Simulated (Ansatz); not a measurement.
Frontier orbitals of CH6ClGaSi, SMILES `C[SiH2][GaH][Cl]`.

```json
{"atom": "C1", "x (Å)": "0.303", "y (Å)": "-1.174", "z (Å)": "1.182"}
{"atom": "Si2", "x (Å)": "0.481", "y (Å)": "-0.304", "z (Å)": "-0.472"}
{"atom": "Ga3", "x (Å)": "-0.921", "y (Å)": "1.641", "z (Å)": "-0.691"}
{"atom": "Cl4", "x (Å)": "-0.734", "y (Å)": "2.666", "z (Å)": "-2.588"}
{"atom": "H5", "x (Å)": "0.567", "y (Å)": "-0.508", "z (Å)": "2.006"}
{"atom": "H6", "x (Å)": "0.959", "y (Å)": "-2.046", "z (Å)": "1.227"}
{"atom": "H7", "x (Å)": "-0.724", "y (Å)": "-1.514", "z (Å)": "1.337"}
{"atom": "H8", "x (Å)": "1.890", "y (Å)": "0.138", "z (Å)": "-0.678"}
{"atom": "H9", "x (Å)": "0.136", "y (Å)": "-1.230", "z (Å)": "-1.587"}
{"atom": "H10", "x (Å)": "-1.957", "y (Å)": "2.331", "z (Å)": "0.263"}
```

Total charge 0; spin multiplicity 1. Correlated methods include outer-core shells of Ga, which these sets cover unevenly. Scalar relativity is left out up to krypton. All single points use the PBE0-D4/def2-TZVP geometry. It is one conformer, not always the lowest. Basis def2-TZVPP, Ansatz 0.2.0.

Orbital energies of one run (eV). Highest occupied ones, from the top: -7.16, -8.53, -8.57, -8.96, -9.31, -9.38, -11.32, -11.49, -12.01, -14.31, -19.57, -21.41, -23.20, -23.32. Empty: -2.34, -0.54, -0.25, 1.11, 1.38, 1.53.

Question: Which functional gave them?
A. CAM-B3LYP
B. BLYP
C. ωB97X-V
D. HSE06 (plane-wave form)

Answer: D. HOMO energies: HSE06 -7.16, BLYP -6.28, ωB97X-V -9.79, CAM-B3LYP -8.82 eV.
